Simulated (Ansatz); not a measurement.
Ca4O3. Charge 0, multiplicity 1. Geometry r2SCAN-D4/def2-SVP.

```xyz
7

Ca   -0.899   -1.934   -0.041
Ca    0.890    0.289   -1.327
Ca   -1.586    1.408    0.225
Ca    1.164    0.098    1.785
O     1.124   -1.281    0.155
O    -1.229   -0.159   -1.180
O     0.536    1.579    0.382
```

The restricted singlet is unstable towards broken spin symmetry in Hartree–Fock (as tested in another run); at LDA (SPW92)/def2-TZVP, PBE-D4/def2-TZVP, B97M-V/def2-TZVP, PBE0-D4/def2-TZVP and others this wasn't settled. The structure comes from a short search, and lower isomers may exist.

(1) Estimate the orbital energies around the gap (eV) in Ansatz with LDA (SPW92)/def2-TZVP, PBE-D4/def2-TZVP, B97M-V/def2-TZVP, PBE0-D4/def2-TZVP, CAM-B3LYP-D4/def2-TZVP.

## Answers

(1) 
```json
{"orbital": "HOMO−5", "LDA (SPW92)/def2-TZVP": "-5.64", "PBE-D4/def2-TZVP": "-5.37", "B97M-V/def2-TZVP": "-5.61", "PBE0-D4/def2-TZVP": "-6.66", "CAM-B3LYP-D4/def2-TZVP": "-8.02"}
{"orbital": "HOMO−4", "LDA (SPW92)/def2-TZVP": "-5.64", "PBE-D4/def2-TZVP": "-5.37", "B97M-V/def2-TZVP": "-5.61", "PBE0-D4/def2-TZVP": "-6.66", "CAM-B3LYP-D4/def2-TZVP": "-8.02"}
{"orbital": "HOMO−3", "LDA (SPW92)/def2-TZVP": "-5.54", "PBE-D4/def2-TZVP": "-5.27", "B97M-V/def2-TZVP": "-5.52", "PBE0-D4/def2-TZVP": "-6.56", "CAM-B3LYP-D4/def2-TZVP": "-7.91"}
{"orbital": "HOMO−2", "LDA (SPW92)/def2-TZVP": "-5.12", "PBE-D4/def2-TZVP": "-4.85", "B97M-V/def2-TZVP": "-5.09", "PBE0-D4/def2-TZVP": "-6.09", "CAM-B3LYP-D4/def2-TZVP": "-7.44"}
{"orbital": "HOMO−1", "LDA (SPW92)/def2-TZVP": "-5.12", "PBE-D4/def2-TZVP": "-4.85", "B97M-V/def2-TZVP": "-5.09", "PBE0-D4/def2-TZVP": "-6.09", "CAM-B3LYP-D4/def2-TZVP": "-7.44"}
{"orbital": "HOMO", "LDA (SPW92)/def2-TZVP": "-2.77", "PBE-D4/def2-TZVP": "-2.60", "B97M-V/def2-TZVP": "-2.76", "PBE0-D4/def2-TZVP": "-2.93", "CAM-B3LYP-D4/def2-TZVP": "-3.57"}
{"orbital": "LUMO", "LDA (SPW92)/def2-TZVP": "-1.69", "PBE-D4/def2-TZVP": "-1.54", "B97M-V/def2-TZVP": "-1.75", "PBE0-D4/def2-TZVP": "-1.10", "CAM-B3LYP-D4/def2-TZVP": "-0.55"}
{"orbital": "LUMO+1", "LDA (SPW92)/def2-TZVP": "-1.69", "PBE-D4/def2-TZVP": "-1.54", "B97M-V/def2-TZVP": "-1.75", "PBE0-D4/def2-TZVP": "-1.09", "CAM-B3LYP-D4/def2-TZVP": "-0.55"}
{"orbital": "LUMO+2", "LDA (SPW92)/def2-TZVP": "-1.48", "PBE-D4/def2-TZVP": "-1.41", "B97M-V/def2-TZVP": "-1.54", "PBE0-D4/def2-TZVP": "-0.98", "CAM-B3LYP-D4/def2-TZVP": "-0.49"}
{"orbital": "LUMO+3", "LDA (SPW92)/def2-TZVP": "-0.92", "PBE-D4/def2-TZVP": "-0.81", "B97M-V/def2-TZVP": "-0.98", "PBE0-D4/def2-TZVP": "-0.30", "CAM-B3LYP-D4/def2-TZVP": "0.33"}
{"orbital": "LUMO+4", "LDA (SPW92)/def2-TZVP": "-0.66", "PBE-D4/def2-TZVP": "-0.50", "B97M-V/def2-TZVP": "-0.65", "PBE0-D4/def2-TZVP": "0.04", "CAM-B3LYP-D4/def2-TZVP": "0.70"}
{"orbital": "LUMO+5", "LDA (SPW92)/def2-TZVP": "-0.66", "PBE-D4/def2-TZVP": "-0.50", "B97M-V/def2-TZVP": "-0.65", "PBE0-D4/def2-TZVP": "0.05", "CAM-B3LYP-D4/def2-TZVP": "0.70"}
```
